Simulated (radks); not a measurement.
Spherical quantum dot in the effective-mass picture: electrons in a hard-walled sphere of radius 8.45, with a point charge +1 (a donor) at the centre, all in effective atomic units (hartree* = m*/eps^2 hartree, bohr* = eps/m* bohr), one dielectric constant everywhere. Calculated with a radial shooting solver with Libxc functionals: non-relativistic Kohn-Sham, LDA (Slater exchange, Perdew-Wang correlation), spin-polarised, spherical densities. Levels are named by radial order and angular momentum (1s, 1p, 1d, 2s, ...), and open shells are averaged over m. Each electron was tried in the lowest free levels, single moves between levels near the top were tried too, and the lowest total energy was kept; such a search can miss a lower state. At N = 1 the Hartree and exchange-correlation terms need not cancel, so that row can carry a self-interaction error.

\begin{tabular}{lrrrrrr}
N & open shells & 2S & E (hartree*) & mu = E(N) - E(N-1) (hartree*) & addition energy mu(N+1) - mu(N) (hartree*) & rms radius (bohr*) \\ \hline
1 & 1s(up 1, down 0) & 1 & -0.478670 & -0.47867 & 0.4530 & 1.835 \\
2 & none & 0 & -0.504361 & -0.025691 & 0.3226 & 2.807 \\
3 & 1p(up 1, down 0) & 1 & -0.207414 & 0.29695 & 0.1345 & 4.006 \\
4 & 1p(up 2, down 0) & 2 & 0.223989 & 0.43140 & 0.1409 & 4.557 \\
5 & 1p(up 3, down 0) & 3 & 0.796328 & 0.57234 & 0.1677 & 4.900 \\
6 & 1p(up 3, down 0) 2s(up 1, down 0) & 4 & 1.53632 & 0.73999 & 0.1522 & 5.136 \\
7 & 1p(up 3, down 1) 2s(up 1, down 0) & 3 & 2.42850 & 0.89218 & 0.1316 & 5.325 \\
8 & none & 0 & 3.45224 & 1.0237 & 0.1459 & 5.467 \\
9 & 2s(up 1, down 0) & 1 & 4.62186 & 1.1696 & 0.1970 & 5.589 \\
10 & 1d(up 1, down 0) 2s(up 1, down 0) & 2 & 5.98847 & 1.3666 & 0.1366 & 5.698 \\
11 & 1d(up 2, down 0) 2s(up 1, down 0) & 3 & 7.49172 & 1.5033 & 0.1369 & 5.790 \\
12 & 1d(up 3, down 0) 2s(up 1, down 0) & 4 & 9.13191 & 1.6402 & 0.1371 & 5.869 \\
13 & 1d(up 4, down 0) 2s(up 1, down 0) & 5 & 10.9092 & 1.7772 & 0.1371 & 5.938 \\
14 & 1d(up 5, down 0) 2s(up 1, down 0) & 6 & 12.8235 & 1.9143 & 0.1672 & 5.999 \\
15 & 1d(up 5, down 1) 2s(up 1, down 0) & 5 & 14.9050 & 2.0815 & 0.1344 & 6.054 \\
16 & 1d(up 5, down 2) 2s(up 1, down 0) & 4 & 17.1210 & 2.2160 & 0.1348 & 6.103 \\
17 & 1d(up 5, down 3) 2s(up 1, down 0) & 3 & 19.4718 & 2.3508 & 0.1350 & 6.148 \\
18 & 1d(up 5, down 4) 2s(up 1, down 0) & 2 & 21.9576 & 2.4858 & 0.1352 & 6.188 \\
19 & 2s(up 1, down 0) & 1 & 24.5786 & 2.6210 & 0.2129 & 6.226 \\
20 & 2s(up 1, down 0) 1f(up 1, down 0) & 2 & 27.4125 & 2.8339 & 0.1340 & 6.264 \\
21 & 2s(up 1, down 0) 1f(up 2, down 0) & 3 & 30.3804 & 2.9679 & 0.1340 & 6.299 \\
22 & 2s(up 1, down 0) 1f(up 3, down 0) & 4 & 33.4823 & 3.1019 & 0.1341 & 6.331 \\
23 & 2s(up 1, down 0) 1f(up 4, down 0) & 5 & 36.7182 & 3.2360 & 0.1340 & 6.361 \\
24 & 2s(up 1, down 0) 1f(up 5, down 0) & 6 & 40.0883 & 3.3700 & 0.1340 & 6.389 \\
25 & 2s(up 1, down 0) 1f(up 6, down 0) & 7 & 43.5923 & 3.5040 & 0.1340 & 6.416 \\
26 & 2s(up 1, down 0) 1f(up 7, down 0) & 8 & 47.2303 & 3.6380 & 0.1637 & 6.441 \\
27 & 2s(up 1, down 0) 1f(up 7, down 1) & 7 & 51.0320 & 3.8017 & 0.1326 & 6.464 \\
28 & 2s(up 1, down 0) 1f(up 7, down 2) & 6 & 54.9663 & 3.9343 & - & 6.486 \\
\end{tabular}

All shells are closed at N = 2, 8 (there: 1s2 1p6); the second difference of the energy has clear peaks (12 % above both neighbours; the first and last values, which can be the largest, are not judged, and half-filled shells can peak too) at N = 9, 14, 19, 26.
